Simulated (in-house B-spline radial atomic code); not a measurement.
Results of a calculation; reference values are marked as such.
# Extrapolating the RPA correlation energy in partial waves: Au⁶⁺

All-electron RPA on Hartree-Fock orbitals from an all-electron radial atomic-structure program (B-spline basis), scalar-relativistic (spin-free one-electron X2C), finite nucleus, configuration [Xe] 4f14 5d5, highest spin. Without the two-electron picture change, the correlation of inner shells comes somewhat too large for so heavy an element. With empty states up to angular momentum L the sums are:

```tsv
L	E_c(L) (hartree)
5	-5.363459
6	-5.708613
7	-5.896310
8	-6.004022
9	-6.068104
```

For large l each further wave adds A/(l + 1/2)⁴, because the basis must build the cusp where two electrons meet.

(1) Estimate the limit from L = 8 and L = 9.

(2) How good is the estimate?

Results:

(1) Wave 9 adds -0.064082, against a sum of (l + 1/2)⁻⁴ of 1.22774e-04, so A = -521.95. The sum over l > 9 is ζ(4, 10.5) = 3.3168e-04, close to 1/(3 × 10³) = 3.3333e-04. The tail is -0.173122 and the limit -6.24123 hartree.

(2) A run to L = 11 sums to -6.13358 and extrapolates to -6.21980 hartree, 8.90 millihartree from the run before, so it has not settled and is itself too deep. The estimate differs from that by -21.43 millihartree, while the bare sum at L = 9 misses 151.7 millihartree (2.4 %).
